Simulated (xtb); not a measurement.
WO2Cl2, SMILES [O]=[W]([Cl])(=[O])[Cl], multiplicity 1. All values are semi-empirical tight-binding results from xtb (GFN2-xTB unless named), good for trends rather than for accurate numbers. Coordinates come from a GFN2-xTB optimisation. The multiplicity is an assumed one; no other spin state was optimised. The isomer is the one that the SMILES or the coordinates give; other isomers of the formula were not compared.

For metal compounds this method's bond lengths and energies can be far off.

Computed properties:
```json
{
  "point_group_as_xtb_finds_it": "C2v",
  "orbital_gap": "3.43 eV",
  "zero_point_energy": "4.7 kcal/mol",
  "G − E(el) at 298.15 K (modified RRHO)": "-15.7 kcal/mol"
}
```
